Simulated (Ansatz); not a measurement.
`[F][SnH]([Cl])[Cl]` → `[Cl][Sn][Cl]` + H–F at 400 K and 1 bar (stannylene formation by 1,1-elimination).

Computed with Ansatz on PBE0-D4/def2-TZVP structures; ΔE is electronic, products minus reactants. CCSD(T)/CBS is the MP2 limit (def2-TZVPP, def2-QZVPP) plus CCSD(T) − MP2 in def2-TZVPP, frozen cores. This one scheme is used for every species. Elements past krypton have def2 core potentials. For Sn outer-core shells are correlated without core-valence functions, which leaves a few kJ/mol of doubt a bond.

```json
{"species": "`[F][SnH]([Cl])[Cl]`", "CCSD(T)/CBS energy (Eh)": "-1234.09211", "H − E (kJ/mol)": "56.6", "S (J/(mol·K))": "369.2"}
{"species": "`[Cl][Sn][Cl]`", "CCSD(T)/CBS energy (Eh)": "-1133.69328", "H − E (kJ/mol)": "24.2", "S (J/(mol·K))": "322.1"}
{"species": "H–F", "CCSD(T)/CBS energy (Eh)": "-100.39570", "H − E (kJ/mol)": "36.5", "S (J/(mol·K))": "182.2"}
```

H − E and S are ideal-gas, rigid-rotor, harmonic terms from PBE0-D4/def2-TZVP. 1 Eh = 2625.50 kJ/mol, R = 8.31446 J/(mol·K).

Question: By hand: ΔE, ΔH, ΔS and ΔG.

Answer: ΔE = (-1133.69328) + (-100.39570) − (-1234.09211) = 0.00313 Eh = 8.2 kJ/mol. Δ(H − E) = 24.2 + 36.5 − 56.6 = 4.1, so ΔH = 12.3 kJ/mol. ΔS = 322.1 + 182.2 − 369.2 = 135.1 J/(mol·K). ΔG = 12.3 − 400 × (135.1)/1000 = -41.7 kJ/mol.

Question: By hand: the equilibrium constant, and the temperature at which ΔG would vanish if ΔH and ΔS stayed fixed.

Answer: log₁₀ K = −ΔG/(RT ln 10) = 5.4. ΔG = 0 at ΔH/ΔS = 91 K.

The number of gas molecules changes by +1, which sets the sign of ΔS. A doubt of 5 kJ/mol in ΔE shifts log₁₀ K by 0.7 here. These are equilibria of isolated gas molecules and say nothing of rates. Largest T1 diagnostic: 0.014 (customary marks: 0.02 for closed shells, 0.045 for open ones).
